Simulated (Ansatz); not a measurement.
Sr₂S₂⁻: single points at one geometry.

```yaml
crystal:
  periodic: [false, false, false]
  atoms:
    - {symbol: Sr, position_ang: [1.820510, 0.103624, 0.043791]}
    - {symbol: Sr, position_ang: [-1.820445, -0.103583, -0.043888]}
    - {symbol: S, position_ang: [-0.118224, 1.979611, 0.230928]}
    - {symbol: S, position_ang: [0.118159, -1.979652, -0.230830]}
basis:
  gaussian: {orbitals: STO-3G}
total_charge: -1
magnetization: {spin_polarized: true, initial_magnetization: 1}
hamiltonian: {xc: hf}
scf: {omitted_lower_state_checks: [starts]}
output: {orbitals: {seedname: orbitals}}
```

The file start.molden holds the orbitals of an earlier run on this structure, at another level or in another basis.

```sh
$ ansatz run in.yaml --threads 4 --pin off --events-out ev --progress --plain --max-ram 3916MiB
```

Output, abridged:

```
Functional definition: HF
625 factors; integrals over basis functions are off by at most 1.1e-4 eV
mean field evaluation 1: about -190052.7558 eV, gradient 1.1e1 eV
mean field evaluation 2: about -190052.8168 eV, gradient 1.1e1 eV
mean field evaluation 4: about -190054.8893 eV, gradient 1.7e0 eV
mean field evaluation 8: about -190055.1246 eV, gradient 4.7e-4 eV
mean field evaluation 16: about -190055.1251 eV, gradient 2.7e-4 eV
mean field evaluation 32: about -190055.2561 eV, gradient 2.0e-5 eV
mean field -190055.25606332 eV, -6984.4018362474 hartree, gradient 3.6e-6 eV, S^2 1.280737; 1 other end points of the search recorded, 0 dependent functions left out
reference -190055.25606332 eV, -6984.4018362474 hartree; 55, 54 occupied and 7, 8 virtual orbitals, 625 factors
Total energy: -190055.25606332 eV, -6984.4018362474 hartree
Checks for a lower state left out: starts
```

Run time 2.3 s (4 threads of Arm Neoverse V1 on a shared host).

First input, but with `gaussian: {orbitals: def2-TZVPD, initial_orbitals: start.molden}`, `hamiltonian: {xc: pbe, dispersion: d4}` (abridged; 3.9 s):

```
Functional definition: PBE
mean field -23339.48074393 eV, -857.7100972713 hartree, gradient 1.6e-5 eV, S^2 0.751788
Total energy: -23339.63430413 eV, -857.7157405043 hartree
Checks for a lower state left out: starts
```

As the first input, with `gaussian: {orbitals: def2-TZVPD, initial_orbitals: start.molden}`, `hamiltonian: {xc: r2scan, dispersion: d4}`, `output: {forces: true, orbitals: {seedname: orbitals}}` (abridged; 11 s):

```
Functional definition: r2SCAN
mean field -23348.09472908 eV, -858.0266553866 hartree, gradient 1.5e-5 eV, S^2 0.754249
Total energy: -23348.12385786 eV, -858.0277258496 hartree
Atom 0 force     0.124195     0.006762     0.002999 eV/Å
Atom 1 force    -0.124755    -0.007141    -0.002964 eV/Å
Atom 2 force    -0.004413     0.076750     0.008909 eV/Å
Atom 3 force     0.004972    -0.076371    -0.008944 eV/Å
Dipole moment:    -0.000372     0.000037    -0.000058 e Å
Checks for a lower state left out: starts
```

As the first input, with `gaussian: {orbitals: def2-SVPD, initial_orbitals: start.molden}`, `hamiltonian: {xc: pbe, dispersion: d4}` (abridged; 5.5 s):

```
Functional definition: PBE
mean field -23331.81108859 eV, -857.4282426360 hartree, gradient 2.6e-5 eV, S^2 0.751688
Total energy: -23331.96465693 eV, -857.4338861685 hartree
Checks for a lower state left out: starts
```

The first input with `gaussian: {orbitals: def2-TZVPD, initial_orbitals: start.molden}`, `hamiltonian: {xc: {name: B97M-V}}` (abridged; 18 s):

```
Functional definition: B97M-V
mean field -23344.26015132 eV, -857.8857372532 hartree, gradient 2.4e-5 eV, S^2 0.753414
Total energy: -23344.26020732 eV, -857.8857393111 hartree
Checks for a lower state left out: starts
```

The first input with `gaussian: {orbitals: def2-SVPD, initial_orbitals: start.molden}`, `hamiltonian: {xc: pbe0, dispersion: d4}` (abridged; 5.5 s):

```
Functional definition: PBE0
mean field -23333.17115807 eV, -857.4782242675 hartree, gradient 2.7e-5 eV, S^2 0.752714
Total energy: -23333.30448766 eV, -857.4831240397 hartree
Checks for a lower state left out: starts
```

Geometry: PBE0-D4/def2-TZVPD.

In the def2 sets Sr takes a core potential, while STO-3G treats all electrons; there is no spin–orbit coupling. At HF/STO-3G the charge -1 doublet is spin-contaminated (final ⟨S²⟩ up to 1.28, 0.75 for a pure state). At HF/STO-3G, PBE-D4/def2-TZVPD, r2SCAN-D4/def2-TZVPD, PBE-D4/def2-SVPD and others the highest occupied level of the charge -1 doublet lies above zero (up to 4.48 eV). In Hartree–Fock with STO-3G the lack of diffuse functions raises the level. By energy differences its removal costs 0.71 eV (vertical, to the charge 0 singlet, at PBE0-D4/def2-TZVPD). At PBE-D4/def2-SVPD the gap within one spin of the charge -1 doublet nearly closes, so an electron or hole may be smeared out by delocalisation error. At B97M-V/def2-TZVPD an occupied level of the charge -1 doublet lies above an empty one (by up to 0.16 eV), so this SCF solution is probably not the lowest. The structure comes from a short search, and lower isomers may exist.
